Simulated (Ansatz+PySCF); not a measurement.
The numbers below are computed, except where a source is named.
This PySCF input gave a total energy of -2685.87794 hartree.

```python
from pyscf import gto, scf

mol = gto.M(atom="""
Ti 0.000000 0.000000 0.000000
Cl 1.144560 1.144560 1.144560
Cl 1.144560 -1.144560 -1.144560
Cl -1.144560 1.144560 -1.144560
Cl -1.144560 -1.144560 1.144560
""", basis='def2-svp', charge=0, spin=0)
mf = scf.RHF(mol)
mf.init_guess = 'minao'
mf.kernel()
while True:  # follow internal instabilities
    mo, _, stable, _ = mf.stability(return_status=True)
    if stable: break
    mf.kernel(mf.make_rdm1(mo, mf.mo_occ))
print(mf.converged, mf.e_tot, mf.spin_square()[0])
```

Q: Write an input for Ansatz with the same method and basis set.

A:

```yaml
crystal:
  periodic: [false, false, false]
  atoms:
    - { symbol: Ti, position_ang: [0.0, 0.0, 0.0] }
    - { symbol: Cl, position_ang: [1.14456, 1.14456, 1.14456] }
    - { symbol: Cl, position_ang: [1.14456, -1.14456, -1.14456] }
    - { symbol: Cl, position_ang: [-1.14456, 1.14456, -1.14456] }
    - { symbol: Cl, position_ang: [-1.14456, -1.14456, 1.14456] }
basis:
  gaussian: { orbitals: def2-SVP }
hamiltonian:
  xc: hf
```

Ansatz (development build ahead of 0.2.0) gave -2685.87794 hartree, 0.11 meV from the first. Caution: other spin multiplicities were not run.
